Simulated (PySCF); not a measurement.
Spinor energies of Mo(15+) (molybdenum, charge +15)

Start: [Ar] 3d9; 3d3/2 filled at m_j = -3/2, -1/2, +1/2, +3/2; 3d5/2 filled at m_j = -3/2, -1/2, +1/2, +3/2, +5/2. Calculated with PySCF 2.14 in an even-tempered Gaussian basis (17 s from 1.3 bohr⁻², ratio 2.8; 13 p from 1.7 bohr⁻², ratio 2.8; 8 d from 1.7 bohr⁻², ratio 2.8; 4 f from 9 bohr⁻², ratio 3): generalised Hartree-Fock with the X2C-1e Hamiltonian and a Gaussian nucleus; one run each with spin-orbit coupling (SO) switched off, then screened by Boettger's factors.

```json
{"spinor shell": "1s1/2", "electrons": "2", "ε, spin-free (eV)": "-20488.3", "ε, screened SO (eV)": "-20487.3", "weight of nominal j (screened SO)": "1.000", "rms radius, screened SO (bohr)": "0.0404"}
{"spinor shell": "2s1/2", "electrons": "2", "ε, spin-free (eV)": "-3287.0", "ε, screened SO (eV)": "-3286.7", "weight of nominal j (screened SO)": "1.000", "rms radius, screened SO (bohr)": "0.166"}
{"spinor shell": "2p1/2", "electrons": "2", "ε, spin-free (eV)": "-2973.0", "ε, screened SO (eV)": "-3047.5", "weight of nominal j (screened SO)": "1.000", "rms radius, screened SO (bohr)": "0.145"}
{"spinor shell": "2p3/2", "electrons": "4", "ε, spin-free (eV)": "-2973.0", "ε, screened SO (eV)": "-2937.8", "weight of nominal j (screened SO)": "1.000", "rms radius, screened SO (bohr)": "0.149"}
{"spinor shell": "3s1/2", "electrons": "2", "ε, spin-free (eV)": "-874.09", "ε, screened SO (eV)": "-873.98", "weight of nominal j (screened SO)": "1.000", "rms radius, screened SO (bohr)": "0.450"}
{"spinor shell": "3p1/2", "electrons": "2", "ε, spin-free (eV)": "-767.63", "ε, screened SO (eV)": "-782.66", "weight of nominal j (screened SO)": "0.991", "rms radius, screened SO (bohr)": "0.445"}
{"spinor shell": "3p3/2", "electrons": "4", "ε, spin-free (eV)": "-767.63", "ε, screened SO (eV)": "-760.49", "weight of nominal j (screened SO)": "0.995", "rms radius, screened SO (bohr)": "0.455"}
{"spinor shell": "3d3/2", "electrons": "4", "ε, spin-free (eV)": "-600.23", "ε, screened SO (eV)": "-603.06", "weight of nominal j (screened SO)": "0.939", "rms radius, screened SO (bohr)": "0.430"}
{"spinor shell": "3d5/2", "electrons": "5", "ε, spin-free (eV)": "-600.23", "ε, screened SO (eV)": "-598.12", "weight of nominal j (screened SO)": "0.951", "rms radius, screened SO (bohr)": "0.433"}
```

```json
{"quantity": "E (hartree)", "spin-free": "-3958.14001", "screened SO": "-3958.66186"}
{"quantity": "M_J", "spin-free": "5/2", "screened SO": "5/2"}
{"quantity": "⟨J²⟩", "spin-free": "8.751", "screened SO": "8.751"}
{"quantity": "⟨L²⟩", "spin-free": "6.001", "screened SO": "6.006"}
{"quantity": "⟨S²⟩", "spin-free": "0.750", "screened SO": "0.756"}
```

Each row is a mean over spinors that exchange with the open shell spreads, by up to 13.742 eV (3p3/2).

Breit and QED terms are absent; they matter most for the inner s and p1/2 levels.

Densities and radii are taken from the X2C orbitals without a picture-change correction, which distorts them close to the nucleus.

Without spin-orbit coupling the j labels of p, d and f shells carry no meaning; the spin-free column gives the mean over the occupied spinors of each nl shell.
